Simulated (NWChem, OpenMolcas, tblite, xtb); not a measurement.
# SiN2H6O (SMILES N[SiH](N)O): the HOMO–LUMO gap, rung by rung

SiN2H6O has 10 atoms, charge 0, and is taken as a singlet. As SMILES, `N[SiH](N)O`. The shape is that of a PBE0-D4/def2-TZVP optimisation. This is one conformer, not always the lowest.

Quantity: the HOMO–LUMO gap, in eV. The values are calculated.

```
          level            kind     program  value (eV)   CPU time
       GFN2-xTB  semi-empirical         xtb        7.17  under 2 s
       GFN1-xTB  semi-empirical      tblite        7.41  under 2 s
    HF/def2-SVP    Hartree–Fock      NWChem       15.61       12 s
 SVWN5/def2-SVP             LDA  OpenMolcas        6.31       18 s
  BLYP/def2-SVP             GGA  OpenMolcas        6.08       26 s
 M06-L/def2-SVP        meta-GGA  OpenMolcas        7.47       32 s
 B3LYP/def2-SVP   global hybrid  OpenMolcas        8.08       26 s
B2PLYP/def2-SVP   double hybrid  OpenMolcas       11.18       17 s
```

The values span 6.08 to 15.61 eV. Orbital gaps aren't excitation energies, and those of double hybrids come from the SCF part alone; they tend to grow with the share of exact exchange. CPU times are rough (shared hosts, several kinds of processor and program).
